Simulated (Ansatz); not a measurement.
Molecule: CH$_{7}$BO$_{2}$Si (charge 0, singlet). 
Structure (B3LYP-D3(BJ)/def2-TZVP (Ansatz, a quantum-chemistry and plane-wave program) minimum search):
SMILES: C[SiH2]B(O)O
```xyz
12

C      2.2095     0.4441     0.2792
Si     0.8303    -0.7765    -0.1387
B     -0.9884     0.1312    -0.0397
O     -1.1591     1.4534     0.2890
O     -2.1060    -0.5970    -0.3110
H      2.2182     1.2844    -0.4193
H      3.1894    -0.0333     0.2290
H      2.0909     0.8431     1.2897
H      1.0587    -1.3231    -1.5018
H      0.8865    -1.9198     0.8094
H     -0.3432     1.9271     0.4720
H     -2.9192    -0.0788    -0.2378
```

Property: atomisation energy (electronic, to ground-state atoms); the coupled-cluster value holds the core correlation from cc-pwCVTZ, in kcal/mol. Valence correlation only, unless marked. UHF or UKS for open shells. Spin-orbit coupling is left out. No relativistic terms. CBS marks a two-point X^-3 extrapolation of the correlation energy; Hartree-Fock from the larger set.

Level to compare with: CCSD(T)/CBS(aug-cc-pV(T+d)Z,aug-cc-pV(Q+d)Z) plus the core term (Ansatz), 1097.9 kcal/mol. It is a level with limits of its own, and the differences hold the functionals' basis error too.

Task: Rank these functionals by how close they come to CCSD(T)/CBS(aug-cc-pV(T+d)Z,aug-cc-pV(Q+d)Z), closest first: revPBE/def2-TZVPD (Ansatz); r2SCAN/def2-TZVPD (Ansatz); HSE06/def2-TZVPD (Ansatz).

Result: r2SCAN/def2-TZVPD (meta-GGA, 1094.9 kcal/mol, difference -3.0), HSE06/def2-TZVPD (screened hybrid, 1086.2 kcal/mol, difference -11.7), revPBE/def2-TZVPD (GGA, 1064.9 kcal/mol, difference -33.0)
